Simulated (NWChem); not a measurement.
# C3H4Cl2Si; SMILES C=C=C(Cl)[SiH2]Cl

```xyz
10

C      1.6623     2.6880     0.4858
C      0.7967     1.7563     0.1838
C     -0.0296     0.7885    -0.1334
Cl    -1.7630     0.9775     0.0259
Si     0.5672    -0.8594    -0.7906
Cl     0.0855    -2.3654     0.5409
H      2.0747     2.7702     1.4975
H      1.9949     3.4172    -0.2610
H      2.0448    -0.7999    -0.9435
H     -0.1143    -1.1582    -2.0782
```
Atoms are numbered in this order, from 1.

Computed with NWChem. Medium grid unless said otherwise, to which SCAN and Minnesota functionals are sensitive. All runs use the structure optimised with PBE0/def2-SVP. Total energies of different functionals are on different scales.

```json
[
 {"level": "PBE/def2-SVP", "energy (Ha)": "-1325.4552", "highest occupied level (eV)": "?", "orbital gap (eV)": "4.42", "dipole (D)": "2.33"},
 {"level": "B3LYP/def2-SVP", "energy (Ha)": "-1326.1837", "highest occupied level (eV)": "-7.28", "orbital gap (eV)": "6.17", "dipole (D)": "2.43"},
 {"level": "BLYP/def2-SVP", "energy (Ha)": "-1326.0668", "highest occupied level (eV)": "-6.10", "orbital gap (eV)": "4.43", "dipole (D)": "2.19"},
 {"level": "LDA (Slater exchange, VWN5)/def2-SVP", "energy (Ha)": "-1320.9321", "highest occupied level (eV)": "-6.44", "orbital gap (eV)": "4.33", "dipole (D)": "2.33"},
 {"level": "r2SCAN/def2-SVP", "energy (Ha)": "-1325.9831", "highest occupied level (eV)": "-6.66", "orbital gap (eV)": "4.81", "dipole (D)": "2.60"},
 {"level": "CAM-B3LYP/def2-SVP", "energy (Ha)": "-1326.0920", "highest occupied level (eV)": "-8.81", "orbital gap (eV)": "9.09", "dipole (D)": "2.54"}
]
```

Fill in the missing entries.


- PBE/def2-SVP, highest occupied level (eV): -6.34
